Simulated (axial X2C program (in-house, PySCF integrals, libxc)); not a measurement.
Bond lengths and stretching modes, held linear, of BrAsBr⁻

Computed with an axial X2C code built on PySCF integrals: two-component X2C with atomic mean-field Coulomb and Gaunt terms, Gaussian nuclei, basis Br dyall-av3z, As dyall-v3z with contracted cores. Spin-free rows use the one-electron spin-free X2C Hamiltonian.

Masses Br 78.918, As 74.922, Br 78.918 u. States: 2c Ω = 1 (beyond evenly filled blocks: ω = -1/2, ω = 3/2); spin-free M_S = 1, Λ = 0 (beyond evenly filled blocks: π+α, π-α).

PBE, 2c: energies above the lowest point

| r(Br–As) (Å) | r(As–Br) (Å) | E (meV) |
| --- | --- | --- |
| 2.5525 | 2.5525 | 40.32 |
| 2.5525 | 2.6180 | 16.18 |
| 2.5525 | 2.6834 | 12.36 |
| 2.6180 | 2.5525 | 16.18 |
| 2.6180 | 2.6180 | 0.00 |
| 2.6180 | 2.6834 | 3.55 |
| 2.6180 | 2.7489 | 22.36 |
| 2.6834 | 2.5525 | 12.36 |
| 2.6834 | 2.6180 | 3.55 |
| 2.6834 | 2.6834 | 13.93 |
| 2.7489 | 2.6180 | 22.36 |
| 2.7489 | 2.7489 | 70.05 |

Task: Fit a quadratic surface with cubic terms in each bond: where is the minimum, and what are the two stretching wavenumbers?

Result: At PBE, 2c: bonds 2.633 and 2.633 Å; harmonic stretches 142.5 and 170.1 cm⁻¹; force constants 0.688, 0.688 and coupling 0.26 mdyn/Å.

The other levels and Hamiltonians give:

```csv
Hamiltonian,level,r(Br–As) (Å),r(As–Br) (Å),lower stretch (cm⁻¹),upper stretch (cm⁻¹)
2c,PBE0,2.616,2.616,146.5,164.2
2c,HF,2.698,2.698,86.7,144.8
2c,MP2,2.627,2.627,148.8,158.4
spin-free,PBE0,2.614,2.614,146.8,164.4
spin-free,HF,2.696,2.696,86.9,145.1
spin-free,PBE,2.631,2.631,142.8,170.4
spin-free,MP2,2.626,2.626,149.0,158.5
```

Each state is one determinant, the lowest of a limited PBE0 search; the stretches come from a fit to these few points and carry an uncertainty of a few per cent. Other orders of the atoms were not compared. The levels spread by more than a fifth, so the stretches depend strongly on the method. MP2 freezes inner shells (threshold -2 hartree). For an anion the highest level of a functional can be positive, and the basis then holds the extra electron. The molecule was held linear; bending was not examined, so a bent shape may lie lower. Open-shell Ω = 0 determinants with evenly filled partner blocks cannot be reached by this program, so the Ω shown need not be the lowest component. Note: several unpaired electrons, one determinant need not be a pure state.
